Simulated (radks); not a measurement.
Question: Species: Lu XXXVI. Configuration: [Kr]. Method: scalar-relativistic Kohn-Sham, SCAN, spin-polarised, spherical densities, finite nucleus; meta-GGA in the generalised Kohn-Sham scheme; Fermi nuclear charge, rms radius 5.37 fm; computed with a radial shooting solver on a logarithmic mesh with Libxc functionals. Some entries of the table are withheld. Estimate them.

orbital,occ.,eigenvalue (hartree),r(max) (bohr)
1s,2,-2380.381,0.01213
2s,2,-450.8338,0.06923
2p,6,-402.9974,0.05660
3s,2,-142.4194,0.1945
3p,6,(1),0.1917
3d,10,(2),0.1561
4s,2,-63.96716,(3)
4p,6,(4),(5)

Answer: 
(1) 3p eigenvalue (hartree): -127.9342
(2) 3d eigenvalue (hartree): -110.9202
(3) 4s r(max) (bohr): 0.4208
(4) 4p eigenvalue (hartree): -58.58258
(5) 4p r(max) (bohr): 0.4325
